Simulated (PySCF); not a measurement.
# AsH4: one-bond stretch

Method: PySCF, UPBE0, basis As def2-TZVP, H def2-TZVP (no relativity, density fitting).

Rigid scan from the doublet minimum (As–H 1.511 Å (×2), As–H 1.654 Å (×2); H–As–H 92.2° (×4), H–As–H 96.5°, H–As–H 173.3°). Coordinate: the bond from As to the last atom (H) scaled, the rest fixed. Energies in kJ/mol from the minimum.

**Question.** Predict the curve at 0.92, 0.96, 1.00, 1.05, 1.12, 1.20, 1.35, 1.55, 1.80, 2.20.

**Answer.** 
```csv
scale of one bond,E (kJ/mol),dipole size (D),⟨S²⟩
0.92,16.1,0.36,0.76
0.96,3.7,0.31,0.76
1.00,0.0,0.26,0.76
1.05,4.7,0.22,0.76
1.12,23.1,0.21,0.76
1.20,54.4,0.28,0.76
1.35,125.5,0.51,0.77
1.55,219.1,–,0.87
1.80,289.2,–,1.41
2.20,321.2,–,1.70
```

Spin contamination is strong at 1.80, 2.20, so these points are less reliable.

Other isomers or separated fragments may lie lower.
